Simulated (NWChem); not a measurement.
System: InHBrCl; SMILES [Br][InH][Cl]

NWChem printed, in part:

```
             Northwest Computational Chemistry Package (NWChem) 7.3.0
             --------------------------------------------------------

 CS  symmetry detected

                             Geometry "geometry" -> ""
                             -------------------------

 Output coordinates in angstroms (scale by  1.889725989 to convert to a.u.)

  No.       Tag          Charge          X              Y              Z
 ---- ---------------- ---------- -------------- -------------- --------------
    1 In                  49.0000    -0.57216759    -0.51459803     0.00000000
    2 H                    1.0000    -2.23212104    -0.90036389     0.00000000
    3 Cl                  17.0000     1.10398688    -2.14919821     0.00000000
    4 Br                  35.0000     0.32858732     1.79005820     0.00000000

 Effective nuclear repulsion energy (a.u.)     656.1964396913

      Symmetry information
      --------------------

 Group name             Cs
 Group number              2
 Group order               2
 No. of unique centers     4

 Summary of "ao basis" -> "ao basis" (spherical)
 ------------------------------------------------------------------------------
       Tag                 Description            Shells   Functions and Types
 ---------------- ------------------------------  ------  ---------------------
 In                         def2-svp                10       26   4s4p2d
 H                          def2-svp                 3        5   2s1p
 Cl                         def2-svp                 8       18   4s3p1d
 Br                         def2-svp                12       32   5s4p3d

      Symmetry analysis of basis
      --------------------------

        a'         57
        a"         24

            General Information
            -------------------
          SCF calculation type: DFT
          Wavefunction type:  closed shell.
          No. of atoms     :     4
          No. of electrons :    74
           Alpha electrons :    37
            Beta electrons :    37
          Charge           :     0
          Spin multiplicity:     1
          Use of symmetry is: on ; symmetry adaption is: on
          Maximum number of iterations: 150
          AO basis - number of functions:    81
                     number of shells:    33
          Convergence on energy requested:  1.00D-06
          Convergence on density requested:  1.00D-05
          Convergence on gradient requested:  5.00D-04

              XC Information
              --------------
                     Hartree-Fock (Exact) Exchange  1.000
                     LC-wPBE(h)Exchange Functional  1.000
            Perdew 1991 LDA Correlation Functional  1.000 local
           PerdewBurkeErnz. Correlation Functional  1.000 non-local

           Range-Separation Parameters
           ---------------------------
           Alpha           :  0.00
           Beta            :  1.00
           Gamma           :  0.10
           Short-Range HF  :     F

             Grid Information
             ----------------
          Grid used for XC integration:  medium
          Radial quadrature: Mura-Knowles
          Angular quadrature: Lebedev.
          Tag              B.-S. Rad. Rad. Pts. Rad. Cut. Ang. Pts.
          ---              ---------- --------- --------- ---------
          In                  1.55      123           8.0       590
          H                   0.35       45          10.0       434
          Cl                  1.00       88          11.0       590
          Br                  1.15      112          10.0       590
          Grid pruning is: on
          Number of quadrature shells:   368
          Spatial weights used:  Erf1

      Superposition of Atomic Density Guess
      -------------------------------------

 Sum of atomic energies:       -3249.95890863

      Non-variational initial energy
      ------------------------------

 Total energy =   -3221.359161
 1-e energy   =   -5211.586321
 2-e energy   =    1659.893826
 HOMO         =      -0.374452
 LUMO         =      -0.022586

      Symmetry analysis of molecular orbitals - initial
      -------------------------------------------------

  Numbering of irreducible representations:

     1 a'          2 a"

  Orbital symmetries:

     1 a'          2 a'          3 a'          4 a'          5 a'
     6 a"          7 a'          8 a'          9 a'         10 a'
    11 a"         12 a'         13 a'         14 a"         15 a'
    16 a'         17 a'         18 a"         19 a'         20 a'
    21 a"         22 a'         23 a"         24 a'         25 a'
    26 a'         27 a"         28 a"         29 a'         30 a'
    31 a'         32 a'         33 a'         34 a"         35 a"
    36 a'         37 a'         38 a'         39 a"         40 a'
    41 a'         42 a'         43 a"         44 a'         45 a'
    46 a"         47 a"

   convergence    iter        energy       DeltaE   RMS-Dens  Diis-err
 ---------------- ----- ----------------- --------- --------- ---------
 d= 0,ls=0.0,diis     1  -3224.0828300721 -3.55D+03  1.87D-02  5.43D-01
 d= 0,ls=0.0,diis     2  -3224.0827753091  5.48D-05  9.69D-03  5.46D-01
 d= 0,ls=0.0,diis     3  -3224.1542946934 -7.15D-02  1.67D-03  1.81D-02
 d= 0,ls=0.0,diis     4  -3224.1566374933 -2.34D-03  1.93D-04  3.60D-04
 d= 0,ls=0.0,diis     5  -3224.1566692753 -3.18D-05  7.58D-05  2.39D-05
  Resetting Diis
 d= 0,ls=0.0,diis     6  -3224.1566716693 -2.39D-06  2.37D-05  3.85D-06
 d= 0,ls=0.0,diis     7  -3224.1566722096 -5.40D-07  6.30D-06  6.36D-08

         Total DFT energy =    -3224.156672209597
      One electron energy =    -5212.018135022710
           Coulomb energy =     1793.643553664468
    Exchange-Corr. energy =     -136.115424220291
 Nuclear repulsion energy =      330.333333368936

 Numeric. integr. density =       74.000009305809

                  Occupations of the irreducible representations
                  ----------------------------------------------

                     irrep           alpha         beta
                     --------     --------     --------
                     a'               27.0         27.0
                     a"               10.0         10.0

                       DFT Final Molecular Orbital Analysis
                       ------------------------------------

 Vector   35  Occ=2.000000D+00  E=-3.219096D-01  Symmetry=a'
              MO Center=  7.5D-01, -1.6D+00,  1.3D-15, r^2= 3.4D+00
   Bfn.  Coefficient  Atom+Function         Bfn.  Coefficient  Atom+Function
  ----- ------------  ---------------      ----- ------------  ---------------
    42      0.429169  3 Cl px                43      0.389611  3 Cl py
    39      0.318400  3 Cl px                40      0.291897  3 Cl py
    36      0.185871  3 Cl px                37      0.170067  3 Cl py
    28      0.160123  2 H  s                 65      0.157729  4 Br py
    62      0.144397  4 Br py                21     -0.141437  1 In d  2

 Vector   36  Occ=2.000000D+00  E=-3.193723D-01  Symmetry=a"
              MO Center=  4.4D-01,  1.0D+00,  1.4D-15, r^2= 3.8D+00
   Bfn.  Coefficient  Atom+Function         Bfn.  Coefficient  Atom+Function
  ----- ------------  ---------------      ----- ------------  ---------------
    66      0.540794  4 Br pz                63      0.477770  4 Br pz
    60     -0.318994  4 Br pz                44     -0.284031  3 Cl pz
    41     -0.205185  3 Cl pz                38     -0.120218  3 Cl pz
    57      0.103784  4 Br pz                18     -0.084673  1 In d -1
    13      0.056795  1 In pz                23      0.042665  1 In d -1

 Vector   37  Occ=2.000000D+00  E=-3.121050D-01  Symmetry=a'
              MO Center=  3.0D-01,  1.4D+00, -3.5D-15, r^2= 2.8D+00
   Bfn.  Coefficient  Atom+Function         Bfn.  Coefficient  Atom+Function
  ----- ------------  ---------------      ----- ------------  ---------------
    64      0.528690  4 Br px                61      0.473375  4 Br px
    58     -0.314644  4 Br px                65     -0.215745  4 Br py
    62     -0.194830  4 Br py                43     -0.176894  3 Cl py
    40     -0.131795  3 Cl py                59      0.129154  4 Br py
    55      0.102334  4 Br px                17     -0.091441  1 In d -2

 Vector   38  Occ=0.000000D+00  E=-4.838977D-02  Symmetry=a'
              MO Center= -3.9D-01, -3.4D-01,  8.2D-15, r^2= 4.8D+00
   Bfn.  Coefficient  Atom+Function         Bfn.  Coefficient  Atom+Function
  ----- ------------  ---------------      ----- ------------  ---------------
     3      0.728049  1 In s                  4      0.656062  1 In s
    28     -0.481671  2 H  s                 65      0.407427  4 Br py
     1     -0.365940  1 In s                 43     -0.293875  3 Cl py
    27     -0.269415  2 H  s                 62      0.247014  4 Br py
    42      0.231085  3 Cl px                35     -0.197847  3 Cl s

 Vector   39  Occ=0.000000D+00  E=-4.518698D-02  Symmetry=a"
              MO Center= -5.2D-01, -4.8D-01,  1.9D-13, r^2= 4.3D+00
   Bfn.  Coefficient  Atom+Function         Bfn.  Coefficient  Atom+Function
  ----- ------------  ---------------      ----- ------------  ---------------
    13      0.634311  1 In pz                16      0.508861  1 In pz
    44     -0.236557  3 Cl pz                66     -0.236968  4 Br pz
    10     -0.161273  1 In pz                63     -0.155984  4 Br pz
     7     -0.148465  1 In pz                41     -0.139822  3 Cl pz
    60      0.102130  4 Br pz                38     -0.080016  3 Cl pz

[...]
```

Level: LC-wPBE (HJS exchange hole, range parameter 0.1 per bohr)/def2-SVP with def2 effective core potentials on In, vertical spin-unrestricted ions. Geometry: optimised at PBE0/def2-SVP. def2 effective core potentials on In; no spin-orbit coupling.

Task: Reconstruct the input file.

Result: This is not unique; one that fits is the input that was run:
```
start job
memory heap 200 mb stack 900 mb global 1100 mb
geometry units angstroms noautoz
  In    -0.582091    -0.478229     0.000000
  H     -2.248947    -0.832985     0.000000
  Cl     1.063302    -2.143790     0.000000
  Br     0.361468     1.809236     0.000000
end
basis spherical
  * library def2-svp
end
ecp
  In library def2-ecp
end
dft
  xc xwpbe 1.00 cpbe96 1.0 hfexch 1.00
  cam 0.1 cam_alpha 0.0 cam_beta 1.0
  iterations 150
  vectors input atomic output neutral.movecs
end
task dft energy
charge 1
dft
  odft
  mult 2
  vectors input atomic output cation.movecs
end
task dft energy
```
